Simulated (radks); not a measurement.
Problem. The mean radii <r> (bohr) of the occupied orbitals of an atom or ion are listed with their occupations. Calculated with a radial shooting solver on a logarithmic mesh with Libxc functionals: Dirac Kohn-Sham, PBE, spin-unpolarised, spherical densities, point nucleus.

| orbital | occ. | <r> |
|---|---|---|
| 1s1/2 | 2 | 0.03428 |
| 2s1/2 | 2 | 0.1492 |
| 2p1/2 | 2 | 0.1271 |
| 2p3/2 | 4 | 0.1318 |
| 3s1/2 | 2 | 0.4150 |
| 3p1/2 | 2 | 0.4089 |
| 3p3/2 | 4 | 0.4195 |
| 3d3/2 | 4 | 0.3967 |
| 3d5/2 | 6 | 0.4002 |
| 4s1/2 | 2 | 1.044 |
| 4p1/2 | 2 | 1.124 |
| 4p3/2 | 4 | 1.150 |
| 4d3/2 | 3 | 1.435 |

Name the element and its charge. Open shells, if any, fill j = l - 1/2 first.

Solution. Z = 43, technetium, charge +4: Tc4+ in [Kr] 4d3. The 1s radius gives Z: for a bare nucleus <r> = (2 gamma + 1)/(2Z) with gamma = sqrt(1 - (Z/c)^2), 0.03371 bohr for Z = 43, and screening makes it slightly larger (0.03428 here). The occupations add up to 39, and the charge is Z minus that.
